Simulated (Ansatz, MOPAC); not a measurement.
Species: SnS, charge 0, multiplicity 1. SMILES: [Sn]=[S]

Atoms: Sn1, S2. Bonds: Sn1-S2.

Bond lengths (Å) and angles (degrees) optimised at PM3 with MOPAC; PM6 with MOPAC; MNDO with MOPAC; B3LYP/6-31G* with LANL2DZ past Ar with Ansatz (a quantum-chemistry and plane-wave program), each started from the B3LYP-D3(BJ)/def2-TZVP structure (Ansatz) of the last column. A row stands for all coordinates that are equal there. 6-31G* holds six Cartesian d functions.

```tsv
coordinate	PM3	PM6	MNDO	B3LYP/6-31G* with LANL2DZ past Ar	B3LYP-D3(BJ)/def2-TZVP
Sn1-S2	2.138	2.210	2.001	2.226	2.223
```

Mean signed difference of all 1 bond lengths from B3LYP-D3(BJ)/def2-TZVP: PM3 -0.085 Å, PM6 -0.012 Å, MNDO -0.222 Å, B3LYP/6-31G* with LANL2DZ past Ar 0.004 Å.
